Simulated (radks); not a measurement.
Problem. These are the eigenvalues of the occupied orbitals of an atom or ion with whole-number occupations (Ry). All-electron calculation, scalar-relativistic Kohn-Sham, PBE, spin-polarised, spherical densities, finite nucleus; Fermi nuclear charge, rms radius of each element as measured or else 0.836 A^(1/3) + 0.57 fm. Program: a radial shooting solver on a logarithmic mesh with Libxc functionals.

1s up: -516.2488
1s down: -516.2456
2s up: -62.21383
2s down: -62.01995
2p up: -53.27532
2p down: -53.12768
3s up: -8.93227
3s down: -8.48622
3p up: -6.41848
3p down: -5.97919
3d up: -2.48117
4s up: -1.71295

Which element is it, and in what charge state? The configuration may be excited. Open shells, if any, are filled with parallel spins first.

Solution. Z = 26, iron, charge +2: Fe2+ in [Ar] 3d5 4s1. The list shows which subshells hold electrons but not how many an open one holds; the 1s level, -258.12 hartree, gives Z - s = 22.7 by -(Z - s)^2/2, which with screening and relativity narrows Z to a few neighbours, and the depths of the outer levels then fix element, charge and occupations together.
